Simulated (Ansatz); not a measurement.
Ansatz (a first-principles code) input for 2-(4-methylthiophen-2-yl)furan (C₉H₈OS), SMILES Cc1csc(-c2ccco2)c1, PBE0-D3(BJ)/def2-SVP. 

Ansatz 0.2 input:
```yaml
crystal:
  periodic: [false, false, false]
  atoms:
    - {symbol: C, position_ang: [1.26056759, -3.72500108, 0.00000000]}
    - {symbol: C, position_ang: [0.44649271, -2.46104356, 0.00000000]}
    - {symbol: C, position_ang: [-0.93962755, -2.41734997, -0.00000000]}
    - {symbol: S, position_ang: [-1.55932119, -0.80023926, 0.00000000]}
    - {symbol: C, position_ang: [0.05729354, -0.13048343, -0.00000000]}
    - {symbol: C, position_ang: [0.26393593, 1.29834459, -0.00000000]}
    - {symbol: C, position_ang: [1.40023911, 2.09436614, 0.00000000]}
    - {symbol: C, position_ang: [0.94480951, 3.45136716, 0.00000000]}
    - {symbol: C, position_ang: [-0.43034509, 3.39556416, 0.00000000]}
    - {symbol: O, position_ang: [-0.85098794, 2.09822612, -0.00000001]}
    - {symbol: C, position_ang: [1.00884001, -1.14528844, 0.00000000]}
    - {symbol: H, position_ang: [1.91920823, -3.78059594, -0.89191416]}
    - {symbol: H, position_ang: [0.61490184, -4.62384502, -0.00000000]}
    - {symbol: H, position_ang: [1.91920824, -3.78059594, 0.89191416]}
    - {symbol: H, position_ang: [-1.63614709, -3.26501342, 0.00000000]}
    - {symbol: H, position_ang: [2.43642145, 1.74082816, -0.00000001]}
    - {symbol: H, position_ang: [1.56064084, 4.35731258, -0.00000000]}
    - {symbol: H, position_ang: [-1.22014212, 4.15287719, 0.00000000]}
    - {symbol: H, position_ang: [2.08971654, -0.94580184, -0.00000000]}
basis:
  gaussian:
    orbitals: def2-SVP
hamiltonian:
  xc: pbe0
  dispersion: d3bj
relax: {f_tol: 0.002, max_steps: 200}
```

Log of the run:

```
Functional definition: PBE0
integrals: 0.30 GiB planned
2267 factors; integrals over basis functions are off by at most 3.4e-4 eV
mean field: 1.32 GiB planned
mean field evaluation 1: about -22303.5897 eV, gradient 6.9e1 eV
mean field evaluation 2: about -22290.6411 eV, gradient 9.7e1 eV
mean field evaluation 4: about -22316.0591 eV, gradient 7.9e0 eV
mean field evaluation 8: about -22316.2922 eV, gradient 3.3e-1 eV
mean field evaluation 16: about -22316.2925 eV, gradient 9.3e-5 eV
mean field -22316.29251618 eV, -820.1086234432 hartree, gradient 1.1e-5 eV, S^2 0.000000; 0 other end points of the search recorded, 0 dependent functions left out
the calculation of the forces begins
reference -22316.29255024 eV, -820.1086246950 hartree; 43, 43 occupied and 155, 155 virtual orbitals, 2267 factors
relax step   1: F+E_penalty+E_count = -22316.80413539 eV  Δ(F+E_penalty+E_count) = +0.000e0 eV  max|allowed force component| = 8.573e-1 eV/Å  Δτ_max = 0.0000 Å  (33 SCF iters, accepted)
these checks for a lower state are left out or cut short: starts, cluster_reference, orbital_swaps, neighbouring_geometries, increment
integrals: 0.30 GiB planned
2267 factors; integrals over basis functions are off by at most 3.3e-4 eV
mean field: 1.31 GiB planned
mean field -22316.33753176 eV, -820.1102777352 hartree, gradient 1.4e-5 eV, S^2 0.000000; 0 other end points of the search recorded, 0 dependent functions left out
the calculation of the forces begins
reference -22316.33756565 eV, -820.1102789807 hartree; 43, 43 occupied and 155, 155 virtual orbitals, 2267 factors
relax step   2: F+E_penalty+E_count = -22316.84964949 eV  Δ(F+E_penalty+E_count) = -4.551e-2 eV  max|allowed force component| = 3.642e-1 eV/Å  Δτ_max = 0.0260 Å  (34 SCF iters, accepted)
these checks for a lower state are left out or cut short: starts, cluster_reference, orbital_swaps, neighbouring_geometries, increment
integrals: 0.30 GiB planned
2267 factors; integrals over basis functions are off by at most 3.3e-4 eV
mean field: 1.31 GiB planned
mean field evaluation 32: about -22316.3435 eV, gradient 1.4e-4 eV
mean field -22316.34354166 eV, -820.1104985949 hartree, gradient 1.4e-5 eV, S^2 0.000000; 0 other end points of the search recorded, 0 dependent functions left out
the calculation of the forces begins
reference -22316.34357550 eV, -820.1104998386 hartree; 43, 43 occupied and 155, 155 virtual orbitals, 2267 factors
relax step   3: F+E_penalty+E_count = -22316.85552556 eV  Δ(F+E_penalty+E_count) = -5.876e-3 eV  max|allowed force component| = 6.683e-2 eV/Å  Δτ_max = 0.0113 Å  (34 SCF iters, accepted)
these checks for a lower state are left out or cut short: starts, cluster_reference, orbital_swaps, neighbouring_geometries, increment
integrals: 0.30 GiB planned
2267 factors; integrals over basis functions are off by at most 3.3e-4 eV
mean field: 1.31 GiB planned
mean field -22316.34352407 eV, -820.1104979487 hartree, gradient 1.1e-5 eV, S^2 0.000000; 0 other end points of the search recorded, 0 dependent functions left out
the calculation of the forces begins
reference -22316.34355791 eV, -820.1104991922 hartree; 43, 43 occupied and 155, 155 virtual orbitals, 2267 factors
relax step   4: F+E_penalty+E_count = -22316.85558921 eV  Δ(F+E_penalty+E_count) = -6.365e-5 eV  max|allowed force component| = 5.041e-2 eV/Å  Δτ_max = 0.0038 Å  (28 SCF iters, accepted)
these checks for a lower state are left out or cut short: starts, cluster_reference, orbital_swaps, neighbouring_geometries, increment
integrals: 0.30 GiB planned
2267 factors; integrals over basis functions are off by at most 3.3e-4 eV
mean field: 1.31 GiB planned
mean field -22316.34373070 eV, -820.1105055420 hartree, gradient 6.7e-5 eV, S^2 0.000000; 0 other end points of the search recorded, 0 dependent functions left out
the calculation of the forces begins
reference -22316.34376454 eV, -820.1105067857 hartree; 43, 43 occupied and 155, 155 virtual orbitals, 2267 factors
relax step   5: F+E_penalty+E_count = -22316.85568734 eV  Δ(F+E_penalty+E_count) = -9.812e-5 eV  max|allowed force component| = 6.436e-3 eV/Å  Δτ_max = 0.0016 Å  (23 SCF iters, accepted)
these checks for a lower state are left out or cut short: starts, cluster_reference, orbital_swaps, neighbouring_geometries, increment
integrals: 0.30 GiB planned
2267 factors; integrals over basis functions are off by at most 3.3e-4 eV
mean field: 1.31 GiB planned
mean field -22316.34372764 eV, -820.1105054299 hartree, gradient 3.0e-5 eV, S^2 0.000000; 0 other end points of the search recorded, 0 dependent functions left out
the calculation of the forces begins
reference -22316.34376148 eV, -820.1105066735 hartree; 43, 43 occupied and 155, 155 virtual orbitals, 2267 factors
relax step   6: F+E_penalty+E_count = -22316.85569031 eV  Δ(F+E_penalty+E_count) = -2.972e-6 eV  max|allowed force component| = 2.001e-3 eV/Å  Δτ_max = 0.0006 Å  (22 SCF iters, accepted)
these checks for a lower state are left out or cut short: starts, cluster_reference, orbital_swaps, neighbouring_geometries, increment
integrals: 0.30 GiB planned
2267 factors; integrals over basis functions are off by at most 3.3e-4 eV
mean field: 1.31 GiB planned
mean field -22316.34372719 eV, -820.1105054133 hartree, gradient 2.1e-5 eV, S^2 0.000000; 0 other end points of the search recorded, 0 dependent functions left out
the calculation of the forces begins
reference -22316.34376103 eV, -820.1105066569 hartree; 43, 43 occupied and 155, 155 virtual orbitals, 2267 factors
relax step   7: F+E_penalty+E_count = -22316.85569120 eV  Δ(F+E_penalty+E_count) = -8.878e-7 eV  max|allowed force component| = 8.092e-4 eV/Å  Δτ_max = 0.0007 Å  (22 SCF iters, accepted)
integrals: 0.30 GiB planned
2267 factors; integrals over basis functions are off by at most 3.3e-4 eV
mean field: 1.31 GiB planned
mean field evaluation 64: about -22316.1106 eV, gradient 7.9e0 eV
mean field -22316.34372719 eV, -820.1105054133 hartree, gradient 2.1e-5 eV, S^2 0.000000; 1 other end points of the search recorded, 0 dependent functions left out
the calculation of the forces begins
reference -22316.34376103 eV, -820.1105066569 hartree; 43, 43 occupied and 155, 155 virtual orbitals, 2267 factors
Total energy: -22316.85572503 eV, -820.1293209869 hartree
Atom 0 at     1.255403    -3.704036    -0.000000 Å, force     0.000064    -0.000084     0.000000 eV/Å
Atom 1 at     0.444129    -2.446864    -0.000000 Å, force     0.000022     0.000501    -0.000000 eV/Å
Atom 2 at    -0.929303    -2.401043    -0.000000 Å, force    -0.000006    -0.000002     0.000000 eV/Å
Atom 3 at    -1.540566    -0.796320    -0.000000 Å, force    -0.000515     0.000314     0.000000 eV/Å
Atom 4 at     0.059289    -0.134354    -0.000000 Å, force     0.000019    -0.000267    -0.000000 eV/Å
Atom 5 at     0.267084     1.292915     0.000000 Å, force    -0.000503     0.000809     0.000000 eV/Å
Atom 6 at     1.394292     2.077382     0.000000 Å, force     0.000189    -0.000327     0.000000 eV/Å
Atom 7 at     0.938715     3.428798     0.000000 Å, force    -0.000001    -0.000170     0.000000 eV/Å
Atom 8 at    -0.423618     3.367300     0.000000 Å, force     0.000079    -0.000117     0.000000 eV/Å
Atom 9 at    -0.832896     2.082435    -0.000000 Å, force     0.000027    -0.000380    -0.000000 eV/Å
Atom 10 at     1.004770    -1.136679    -0.000000 Å, force     0.000504    -0.000433    -0.000000 eV/Å
Atom 11 at     1.907183    -3.757403    -0.886545 Å, force    -0.000030     0.000059     0.000011 eV/Å
Atom 12 at     0.612934    -4.595131     0.000000 Å, force     0.000039    -0.000094    -0.000000 eV/Å
Atom 13 at     1.907183    -3.757403     0.886545 Å, force    -0.000030     0.000059    -0.000011 eV/Å
Atom 14 at    -1.619572    -3.243992     0.000000 Å, force     0.000145     0.000040     0.000000 eV/Å
Atom 15 at     2.423019     1.725840    -0.000000 Å, force    -0.000073     0.000066    -0.000000 eV/Å
Atom 16 at     1.546699     4.330650     0.000000 Å, force     0.000050    -0.000041    -0.000000 eV/Å
Atom 17 at    -1.207016     4.120081    -0.000000 Å, force     0.000053    -0.000012     0.000000 eV/Å
Atom 18 at     2.077975    -0.938546     0.000000 Å, force    -0.000032     0.000081     0.000000 eV/Å
Dipole moment:     0.232896    -0.048746    -0.000000 e Å
```

The calculation finished and met its thresholds.
